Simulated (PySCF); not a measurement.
Parents of the type SiH3-X, H atom removed and the species left after one step. Gas-phase values, no solvent. One relaxed conformer stands for each flexible species; it need not be the lowest. Strings in code marks are SMILES.

Computed with PBE-D3(BJ)/def2-TZVP // r2SCAN-D4/def2-TZVP (PySCF 2.14.0). 

```
species                                         dipole moment (D)
----------------------------------------------  -----------------
X = ethyl, parent (`CC[SiH3]`)                         (withheld)
X = bromo, H atom removed                                    0.95
X = iodo, parent (`[SiH3]I`)                                 1.03
X = amino, H atom removed                                       –
X = formyl, parent (`[SiH3]C=O`)                             1.98
X = trifluoromethyl, parent (`FC(F)(F)[SiH3]`)               2.00
X = methylthio, H atom removed (`CS[SiH2]`)                     –
X = vinyl, H atom removed (`C=C[SiH2]`)                         –
```

Q: Fill in the missing entries.

A: 
- X = ethyl, parent (`CC[SiH3]`), dipole moment (D): 0.94
